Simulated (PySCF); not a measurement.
# H2B, SMILES `[BH2]` (charge 0, multiplicity 2)

Calculation: PBE0-D4/def2-TZVP (PySCF 2.14.0).

highest occupied spin orbital: -6.16 eV
dipole moment: 0.104 e·Å
total energy: -25.8948 Ha
cost: about 9 core-seconds (a rough figure)

```xyz
3

B     -0.0007     0.3389     0.0000
H     -1.0770    -0.1717     0.0000
H      1.0777    -0.1672     0.0000
```
Charge 0, spin multiplicity 2.
